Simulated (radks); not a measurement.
Results of a calculation; reference values are marked as such.
Task: Species: the niobium ion Nb31+. Configuration: [Ne]. Level of theory: Dirac Kohn-Sham, PBE, spin-unpolarised, spherical densities, point nucleus (a radial shooting solver on a logarithmic mesh with Libxc functionals). Some entries of the table are withheld. Estimate them.

orbital  occ.  eigenvalue (eV)  <r> (bohr)
1s1/2       2        -20507.99     0.03606
2s1/2       2        -4230.726         (1)
2p1/2       2              (2)         (3)
2p3/2       4              (4)         (5)

Result: 
(1) 2s1/2 <r> (bohr): 0.1545
(2) 2p1/2 eigenvalue (eV): -4037.142
(3) 2p1/2 <r> (bohr): 0.1315
(4) 2p3/2 eigenvalue (eV): -3937.056
(5) 2p3/2 <r> (bohr): 0.1357
